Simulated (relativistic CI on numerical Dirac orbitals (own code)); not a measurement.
Computed by Dirac-Coulomb-Breit CI, orbitals from a KLI potential per configuration, model QED (radiative potential, 1s self-energy scaled to tabulated hydrogen-like ionisation energies), valence Slater integrals scaled by 0.85, P86 correlation energy added to each configuration (own radial code, finite nucleus).

Configurations in the expansion (outside the closed core [Kr]): 4d⁵, 4d⁴5s, 4d⁴5p, 4d⁴4f, 4d³5s², 4d⁴5d, 4d⁴6s, 4d³5s5p, 4d⁴6p, 4d³4f², 4d⁴7s, 4d⁴6d, 4d⁴7p, 4d⁴5f, 4d⁴5g, 4d⁴7d, 4d⁴6f, 4d³5p², 4d³5s6s, 4d³4f5s. Levels of other configurations are missing.

For a near-neutral ion this model can misplace configurations by up to about 10,000 cm⁻¹ (more where the count of f electrons changes) and terms by 10 to 25 % of their spread. Rates follow the energies as ν³ (E1, M1) or ν⁵ (E2), so they and the lifetimes can be off by large factors. The fine structure of a lone outer electron comes out too small, for d and f at times inverted, and misplaced configurations move strength between like terms.

Outline of the computed level scheme of Tc III. Lowest level of each configuration: 4d⁵ ⁶S5/2 at 0.0000 eV; 4d⁴5s ⁶D1/2 at 6.0274 eV.

Rates of lines that live on the mixing of spin multiplicities can be off by large factors.

LS names give the leading component of a level, which can be under half, so a name can repeat, a term be missing and a line seem to break the LS rules.
